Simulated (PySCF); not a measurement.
A structure optimised at PBE-D3(BJ)/def2-SVP, used in a PySCF frequency run:

```xyz
12

Te    -0.7384     0.1673     0.3987
H     -1.7450    -0.4072    -0.8217
C      1.0755     0.0038    -0.8755
C      1.2557    -1.4106    -1.4111
C      2.2633     0.4898    -0.0495
H      0.8789     0.7119    -1.7050
H      2.1607    -1.4554    -2.0580
H      1.3903    -2.1402    -0.5867
H      0.3917    -1.7417    -2.0200
H      2.1290     1.5299     0.3094
H      3.1869     0.4645    -0.6673
H      2.4394    -0.1614     0.8323
```

### Question
Write its SMILES and formula.

### Answer
CC(C)[TeH], C3H8Te

### Question
What are its rotational constants (standard atomic weights)?

### Answer
7.6103, 2.0902, 1.7383 GHz
